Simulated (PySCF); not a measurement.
Identify the compound

The spectra below were simulated for a compound C6H10O2Si.

$^{1}$H NMR (400 MHz, computed): δ 10.29 (s, 1H), 4.41 (s, 3H), 2.86 (m, 1H), 2.46 (s, 3H), 1.74 (m, 1H), 1.09 (m, 1H).

$^{13}$C{$^{1}$H} NMR (computed): δ 217.1 (C), 209.6 (CH), 37.8 (CH), 35.5 (CH2), 32.8 (CH3), 28.5 (C).

Method: GIAO PBE0/pcSseg-1 shieldings, coordinates at the GFN2-xTB level, in PySCF 2.14 (equivalent nuclei averaged, in vacuum, one computed conformer, no relativistic terms).

Shifts are taken against calculated references (same method and geometry level): TMS for $^{1}$H (σ = 31.72 ppm), $^{13}$C (σ = 186.93 ppm).

Problem. Which of these isomers gave the spectra?
A. CC#C[SiH]1OCCCO1
B. CC(=O)[C@@H]1C[C@@]1([SiH3])C=O
C. C=C[C@@]1(C(=O)O)[SiH2][C@H]1C
D. CCO[SiH2]CC#CC=O

Solution. B. 

1. Rings plus π bonds: 3 (1 ring in the answer).
2. 6 carbon signals for 6 carbons: no two carbons are equivalent.
3. Carbon types of the structure: 2 × C, 2 × CH, 1 × CH2, 1 × CH3, leaving 3 H on heteroatoms.
4. δC 217.1: ketone carbonyl carbon; low-lying n→π* states of the double bond to the heteroatom give a large paramagnetic term (-282 ppm).
5. δC 209.6: aldehyde carbonyl carbon; the double bond to the heteroatom, with no lone-pair donor beside it, deshields it most.
6. δC 37.8, 35.5, 28.5: three-membered-ring carbon.
7. δC 32.8: methyl carbon α to a carbonyl; α to the electron-withdrawing carbonyl group.
8. δH 10.29: hydrogen on an aldehyde carbonyl carbon; the C=O anisotropy and electron withdrawal place aldehyde protons far downfield.

The others: CC#C[SiH]1OCCCO1 would give 5 carbon signals, not 6; C=C[C@@]1(C(=O)O)[SiH2][C@H]1C would give 7 signals for carbon-bound and other non-exchanging H, not 6; CCO[SiH2]CC#CC=O would give 5 signals for carbon-bound and other non-exchanging H, not 6.

Shifts are as computed. Against solution values, carbons near 30 ppm lie about +3 ppm off and those near 130 ppm about +5 ppm. Of 1211 compounds with measured shifts, 218 miss one by over three times the rms of a fit or turn the order of signals round; such compounds aren't used in these exercises. No couplings were computed; multiplicities are counted from neighbouring protons, with m where these are inequivalent, close in shift, in a saturated or five-membered ring or joined by F or P, and br s for small geminal =CH2 splittings.
